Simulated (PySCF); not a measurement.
BI2, SMILES I[B+]I, charge +1.

Geometry: B3LYP-D3(BJ)/def2-TZVP. The def2 effective core potentials stand for the cores of I; spin–orbit coupling is left out.

Two levels are set side by side: TDA-PBE/def2-SVPD (PySCF) and TDA-CAM-B3LYP/def2-SVPD (PySCF). Vertical, same geometry. The lowest singlet is HOMO→LUMO+1 50 %, HOMO−1→LUMO 50 % with PBE and HOMO−1→LUMO 50 %, HOMO→LUMO+1 50 % with the other functional; states are paired by order. Differences are taken from unrounded values.

```json
[
 {"quantity": "lowest singlet excitation (eV)", "TDA-CAM-B3LYP": "4.33"},
 {"quantity": "lowest triplet excitation (TDA) (eV)", "TDA-CAM-B3LYP": "3.95"},
 {"quantity": "first bright state (f over 0.05) (eV)", "TDA-CAM-B3LYP": "6.36"},
 {"quantity": "its oscillator strength", "TDA-CAM-B3LYP": "1.05"}
]
```

What does TDA-PBE give, and how far is it from TDA-CAM-B3LYP? (Estimate from the structure and the level; the computed values follow.)


| quantity | TDA-PBE | TDA-PBE minus TDA-CAM-B3LYP |
|---|---|---|
| lowest singlet excitation (eV) | 4.02 | -0.31 |
| lowest triplet excitation (TDA) (eV) | 3.65 | -0.29 |
| first bright state (f over 0.05) (eV) | 6.17 | -0.19 |
| its oscillator strength | 0.94 | -0.11 |

Functionals without exact exchange tend to place singlet excitations lower, as here. Differences between two approximate levels are no errors against the true value.

Rough cost on one machine, each run with all the roots and properties that it gave: TDA-CAM-B3LYP against TDA-PBE about 2 times.
